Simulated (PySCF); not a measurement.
Working out the ionisation energy of Hg²⁺

Hg²⁺ [Xe] 4f14 5d10 (1S) → Hg³⁺ [Xe] 4f14 5d9 (2D). Calculation: PySCF 2.14, in def2-TZVP with the def2 core potential (60 electrons) (6s5p3d1f, 43 functions); a scalar-relativistic core potential. Frozen: 5s2 5p6. Energies in hartree (1 hartree = 27.21139 eV):

```tsv
part	Hg²⁺ (lower)	Hg³⁺ (upper)
UHF	-151.611919	-150.374008
MP2 opposite-spin	-0.145701	-0.109048
MP2 same-spin	-0.079552	-0.060174
```

Task: What does Hartree-Fock give?

Result: (-150.374008) − (-151.611919) = 1.237911 hartree = 33.685 eV.

Task: What do MP2 and SCS-MP2 (6/5 opposite-spin, 1/3 same-spin) give?

Result: The opposite-spin parts differ by 0.997 eV and the same-spin parts by 0.527 eV. MP2: 33.685 + (0.997) + (0.527) = 35.209 eV. SCS-MP2: 33.685 + 1.2 × (0.997) + (0.527)/3 = 35.057 eV.

Reference: 34.49 ± 0.05 eV (measured; NIST Atomic Spectra Database, ionization energies), between the lowest levels; spin-orbit coupling is absent from the calculation.

What remains against the reference includes basis incompleteness, the frozen core and correlation beyond second order.
